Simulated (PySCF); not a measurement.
Trends in electronic spectra. Method: TDDFT CAM-B3LYP/def2-SVPD, vertical, gas phase, core orbitals frozen in the response (PySCF). Geometries: GFN2-xTB; one conformer of each isolated species. Triplets are in the Tamm–Dancoff approximation.

Question: Rank by computed S1–T1 gap, lowest first.
A. `C1=CCCCC1`
B. `C1CC1C1CC1`
C. `[SiH3]c1cccnn1`
D. `C=C[Si@@H](O)P`
E. `N#CC(C#N)C[SiH3]`
F. `CCC1=CS[C@@H](F)[SiH2]1`
G. `C=C=C(C)C=C`
H. `C#C[C@](F)(CC)[SiH2]S`

Answer: B (0.12 eV), H (0.62 eV), C (0.79 eV), E (1.19 eV), F (1.45 eV), D (1.82 eV), G (2.11 eV), A (2.24 eV).

```
                 SMILES  S1−T1 (eV)  S1 (eV)  T1 (eV)    S1 mainly      T1 mainly  f(S1)
             C1CC1C1CC1        0.12     7.40     7.28  H→L+1 (86%)    H→L+1 (84%)  0.003
  C#C[C@](F)(CC)[SiH2]S        0.62     5.89     5.27  H-1→L (38%)    H-2→L (29%)  0.002
         [SiH3]c1cccnn1        0.79     3.54     2.75    H→L (97%)      H→L (91%)  0.004
       N#CC(C#N)C[SiH3]        1.19     7.62     6.43  H→L+1 (35%)  H-3→L+1 (37%)  0.005
CCC1=CS[C@@H](F)[SiH2]1        1.45     4.98     3.52    H→L (88%)      H→L (81%)  0.089
         C=C[Si@@H](O)P        1.82     6.13     4.31    H→L (70%)    H-1→L (64%)  0.030
            C=C=C(C)C=C        2.11     5.54     3.43  H→L+2 (42%)      H→L (92%)  0.001
              C1=CCCCC1        2.24     6.68     4.43    H→L (86%)    H→L+1 (59%)  0.033
```

H and L stand for HOMO and LUMO. For `C#C[C@](F)(CC)[SiH2]S`, `N#CC(C#N)C[SiH3]`, `C=C[Si@@H](O)P`, `C=C=C(C)C=C` and `C1=CCCCC1` the leading configurations of S1 and T1 differ. Singlets come from full response and triplets from the Tamm–Dancoff approximation.
